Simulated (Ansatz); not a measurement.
## Ligand exchange: GeH2(CH3)Br + ICl → GeH2(CH3)Cl + IBr

Gas-phase species: GeH2(CH3)Br, singlet; ICl (iodine monochloride), singlet; GeH2(CH3)Cl, singlet; IBr, singlet. The partners trade Br for Cl: Ge–Br and I–Cl bonds give way to Ge–Cl and I–Br.

Shapes, held fixed at every level: PBE0-D4/def2-TZVP. Programs: Ansatz 0.2.0. The zero-point and thermal change to 298 K, harmonic and unscaled (PBE0-D4/def2-TZVP), is +0.2 kJ/mol.

```csv
level,kind,ΔH(298 K) (kJ/mol),less CCSD(T)/def2-TZVPP
HF/def2-TZVPP,Hartree–Fock,-28.4,-4.3
r2SCAN-D4/def2-TZVPP,meta-GGA,-25.4,-1.3
r2SCAN0-D4/def2-TZVPP,global hybrid,-26.2,-2.1
B2PLYP/def2-TZVPP,double hybrid,-25.5,-1.4
MP2/def2-SVP,perturbation theory,-32.7,-8.6
CCSD/def2-SVP,coupled cluster or CI,-32.2,-8.1
CCSD/def2-TZVPP,coupled cluster or CI,-24.5,-0.4
CCSD(T)/def2-TZVPP,coupled cluster or CI,-24.1,0.0
```

The highest level, CCSD(T)/def2-TZVPP, gives ΔH(298 K) = -24.1 kJ/mol; the levels span -32.7 to -24.1. The column of differences is taken from that level and isn't an error. No measured value is set beside it here. For atoms past krypton def2 sets carry core potentials with scalar relativity. Relativity is left out for Br, Ge. Outer-core shells of Br, Ge, I are correlated, in sets that cover them unevenly.
